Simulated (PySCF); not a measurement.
SMILES BCCB(O)O, GFN2-xTB optimised geometry.

```
14

B     -0.77    -2.46     0.01
C      0.06    -1.12     0.00
C     -0.73     0.20     0.00
B      0.16     1.53     0.00
O      1.52     1.53     0.00
O     -0.47     2.72     0.00
H     -0.19    -3.47    -0.02
H     -1.94    -2.45     0.06
H      0.73    -1.14    -0.87
H      0.73    -1.14     0.87
H     -1.39     0.21     0.87
H     -1.40     0.22    -0.87
H      1.94     0.67     0.00
H      0.13     3.47     0.00
```

Density from PBE/def2-TZVP (PySCF 2.14.0) at that geometry.

Minimum of the electron density along straight lines between bonded atoms, close to the bond critical point (lines longer than 1.1 times the sum of covalent radii, or with two minima, are not listed):

```json
[
 {"bond": "B1–C2", "length / Å": "1.569", "ρ at the minimum / e bohr⁻³": "0.188", "∇²ρ there / e bohr⁻⁵": "-0.34", "position (fraction from the first atom)": "0.34"},
 {"bond": "C2–C3", "length / Å": "1.538", "ρ at the minimum / e bohr⁻³": "[?]", "∇²ρ there / e bohr⁻⁵": "[?]", "position (fraction from the first atom)": "0.50"},
 {"bond": "C3–B4", "length / Å": "1.602", "ρ at the minimum / e bohr⁻³": "0.182", "∇²ρ there / e bohr⁻⁵": "-0.41", "position (fraction from the first atom)": "0.66"},
 {"bond": "B4–O5", "length / Å": "1.363", "ρ at the minimum / e bohr⁻³": "0.208", "∇²ρ there / e bohr⁻⁵": "[?]", "position (fraction from the first atom)": "0.33"},
 {"bond": "B4–O6", "length / Å": "1.350", "ρ at the minimum / e bohr⁻³": "0.216", "∇²ρ there / e bohr⁻⁵": "0.96", "position (fraction from the first atom)": "0.33"},
 {"bond": "B1–H7", "length / Å": "1.171", "ρ at the minimum / e bohr⁻³": "0.192", "∇²ρ there / e bohr⁻⁵": "-0.39", "position (fraction from the first atom)": "0.44"},
 {"bond": "B1–H8", "length / Å": "1.168", "ρ at the minimum / e bohr⁻³": "0.193", "∇²ρ there / e bohr⁻⁵": "-0.39", "position (fraction from the first atom)": "0.44"},
 {"bond": "C2–H9", "length / Å": "1.097", "ρ at the minimum / e bohr⁻³": "0.265", "∇²ρ there / e bohr⁻⁵": "-0.85", "position (fraction from the first atom)": "0.63"},
 {"bond": "C2–H10", "length / Å": "1.098", "ρ at the minimum / e bohr⁻³": "0.264", "∇²ρ there / e bohr⁻⁵": "-0.84", "position (fraction from the first atom)": "0.63"},
 {"bond": "C3–H11", "length / Å": "1.091", "ρ at the minimum / e bohr⁻³": "0.272", "∇²ρ there / e bohr⁻⁵": "-0.89", "position (fraction from the first atom)": "0.64"},
 {"bond": "C3–H12", "length / Å": "1.091", "ρ at the minimum / e bohr⁻³": "0.272", "∇²ρ there / e bohr⁻⁵": "-0.89", "position (fraction from the first atom)": "0.64"},
 {"bond": "O5–H13", "length / Å": "0.956", "ρ at the minimum / e bohr⁻³": "0.364", "∇²ρ there / e bohr⁻⁵": "-2.48", "position (fraction from the first atom)": "0.80"},
 {"bond": "O6–H14", "length / Å": "0.958", "ρ at the minimum / e bohr⁻³": "0.362", "∇²ρ there / e bohr⁻⁵": "-2.45", "position (fraction from the first atom)": "0.80"}
]
```

Question: Complete the blanks.

Answer: 
- C2–C3, ρ at the minimum / e bohr⁻³: 0.234
- C2–C3, ∇²ρ there / e bohr⁻⁵: -0.53
- B4–O5, ∇²ρ there / e bohr⁻⁵: 0.90
